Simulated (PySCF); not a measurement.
# Correlation energy of F²⁺ (fluorine, charge +2)

[He] 2s2 2p3, high-spin 4S determinant. Computed with PySCF 2.14 in Sapporo-DZP-2012 (4s3p1d, 18 functions), with the spin-free X2C one-electron Hamiltonian (Gaussian nucleus). Frozen: 1s2; 5 electrons correlated.

MP2 pair energies summed by pair of shells (mhartree):

```csv
pair,energy,share (%)
2s-2p,-51.37,68.1
2p-2p,-16.56,21.9
2s-2s,-7.54,10.0
```

Total MP2 correlation energy: -75.47 mhartree.

Same-spin part -19.94 and opposite-spin part -55.53 mhartree; SCS-MP2 scales them by 1/3 and 6/5 to -73.28 mhartree.

| level | correlation energy (mhartree) |
| --- | --- |
| CCSD | -90.76 |
| (T) | -0.46 |
| CCSD(T) | -91.22 |

Diagnostics: T1 = 0.0033, D1 = 0.0058, largest double amplitude 0.036.

Cost of the coupled-cluster step: 0.08 s of wall time on 1 thread of Neoverse-V2 (shared host), for 5 correlated electrons.

Iterations:

```
CC2 = 0
CCSD nocc = (np.int64(4), np.int64(1)), nmo = (17, 17)
frozen orbitals [[0], [0]]
max_cycle = 100
direct = 0
conv_tol = 1e-08
conv_tol_normt = 1e-06
diis_space = 8
diis_start_cycle = 0
Init t2, MP2 energy = -0.075466324626237
Init E_corr(UCCSD) = -0.075466324629141
cycle = 1  E_corr(UCCSD) = -0.0874639587619487  dE = -0.0119976341  norm(t1,t2) = 0.0219609
cycle = 2  E_corr(UCCSD) = -0.0899080196644186  dE = -0.0024440609  norm(t1,t2) = 0.00606082
cycle = 3  E_corr(UCCSD) = -0.0907782949891384  dE = -0.000870275325  norm(t1,t2) = 0.00198953
cycle = 4  E_corr(UCCSD) = -0.0907558697224191  dE = 2.24252667e-05  norm(t1,t2) = 0.000243778
cycle = 5  E_corr(UCCSD) = -0.0907580407268785  dE = -2.17100446e-06  norm(t1,t2) = 3.87924e-05
cycle = 6  E_corr(UCCSD) = -0.0907579500781059  dE = 9.06487726e-08  norm(t1,t2) = 2.65815e-06
cycle = 7  E_corr(UCCSD) = -0.0907580045927174  dE = -5.45146115e-08  norm(t1,t2) = 2.58435e-07
cycle = 8  E_corr(UCCSD) = -0.0907579993110063  dE = 5.28171111e-09  norm(t1,t2) = 2.5774e-08
UCCSD converged
E(UCCSD) = -97.74123595303665  E_corr = -0.09075799931100634
UCCSD(T) correction = -0.000460316913683443
```
